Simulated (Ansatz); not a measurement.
Mulliken charges of CH5ClNSi, SMILES `C[Si](N)Cl` radical from PBE/def2-TZVPP in Ansatz (PBE0-D4/def2-TZVP geometry).

```
atom   x (Å)   y (Å)   z (Å)  charge (e)
  C1  -0.736   0.742  -0.858      -0.349
 Si2   0.800  -0.150  -0.272       0.315
  N3   0.616  -0.508   1.399      -0.341
 Cl4   0.968  -1.977  -1.242      -0.250
  H5  -0.666   0.964  -1.924       0.114
  H6  -0.857   1.686  -0.319       0.099
  H7  -1.615   0.117  -0.681       0.111
  H8   0.320   0.221   2.030       0.145
  H9   1.258  -1.141   1.850       0.156
```

Question: By hand: the dipole of these point charges (1 e Å = 4.8032 D).

Answer: Σ q r = (-0.041, 0.505, 0.304) e Å, of length 0.591 e Å = 2.84 D.

Question: How does the dipole of the full density compare? (Best estimate.)

Answer: Computed: (-0.119, 0.326, 0.399) e Å, 2.54 D; the point charges give 1.12 times that, at 21° from its direction.

Point charges leave out the atoms' own dipoles, such as those of lone pairs, and Mulliken's split depends on the basis, so the two needn't agree.
